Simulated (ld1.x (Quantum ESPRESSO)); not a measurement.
## What one change does to a pseudopotential (Pt, TM semilocal)

| Item | Value |
| --- | --- |
| Element | platinum |
| Generator | ld1.x (Quantum ESPRESSO) 7.5 |
| Type | norm-conserving Troullier–Martins (semilocal form) |
| Functional | PW91 |
| Relativity | scalar-relativistic |
| Frozen core | [Kr] 4d10 4f14 |
| Valence charge | 18 |
| Reference configuration | 5s2 5p6 5d9 6s0 6p0 (charge +1) |
| Partial waves | 5p (bound): rc 1.50 bohr; 5d (bound): rc 2.15 bohr; 5s (bound): rc 1.15 bohr |
| Local potential | the s channel |
| Core correction | none |

All-electron outer shells of the reference configuration (PW91, scalar-relativistic, ld1.x):

```tsv
shell	level (eV)	outermost node (bohr)	outermost maximum (bohr)
5s	-110.18	0.49	0.87
4f	-78.39	–	0.38
5p	-64.39	0.53	0.98
5d	-14.38	0.57	1.26
6s	-12.97	1.14	2.30
6p	-6.77	1.35	3.10
```

Change: all radii scaled by about 0.78 (s 0.90, p 1.16, d 1.68 bohr).

Cutoffs: the cutoffs (Ry, on a coarse ladder) from which the occupation-weighted sum of valence levels, in a spherical-Bessel basis at the reference potential, stays within 10 and 1 mRy of its value at 400 Ry; they do not see the model core or the augmentation charge, which bear on the density cutoff. Errors are all-electron minus pseudo energies relative to the spin-unpolarised reference configuration.

**Question.** What does the change do?

**Answer.** The potential gets harder (120 Ry and 200 Ry → 180 Ry and 260 Ry); the number of tests that count goes from 7 to 6; of the 6 tests that both files solve, the error grows in 0 and shrinks in 6 by more than 15 % and 0.3 meV (median size 202.8 → 93.4 meV); neither file shows a bound ghost at the reference potential, the only one tested. A smaller radius makes the pseudo-wave follow the all-electron one further in, where it bends more sharply, so more plane waves are needed. Less of the atom is replaced, so other configurations are described better. A semilocal file is local in each channel, so a ghost entry of none says nothing of the separable form that plane-wave codes build from it.

```tsv
quantity	base	changed
cutoff, loose	120 Ry	180 Ry
cutoff, tight	200 Ry	260 Ry
loose cutoff by channel (10 mRy a level)	p 45 Ry, d 35 Ry, s 110 Ry	p 70 Ry, d 35 Ry, s 120 Ry
bound ghosts	none	none
tests counted (converged, no solver errors)	7 of 7	6 of 7
error for 5s2 5p6 5d9 6s1 6p0, meV [ΔE -9.27 eV]	+277	+127
error for 5s2 5p6 5d8 6s0 6p0, meV [ΔE 20.04 eV]	-3.0	-1.0
error for 5s2 5p6 5d7 6s0 6p0, meV [ΔE 52.34 eV]	-8.5	-2.8
error for 5s2 5p6 5d9.5 6s0.5 6p0, meV [ΔE -9.39 eV]	+129	+60
error for 5s2 5p6 5d8 6s2 6p0, meV [ΔE -8.28 eV]	+635	+291
error for 5s2 5p6 5d8 6s1 6p0, meV [ΔE 1.96 eV]	+381	+175
```

Base: ld1.x printed “convergence not achieved” for 7 of the counted tests; their residual had stalled under 1e-8, short of the target of 1e-14. Changed file: Tests not counted: 5s2 5p6 5d10 6s0 6p0 (pseudo-atom not self-consistent, printed error +0.5 meV). ld1.x printed “convergence not achieved” for 6 of the counted tests; their residual had stalled under 1e-8, short of the target of 1e-14.
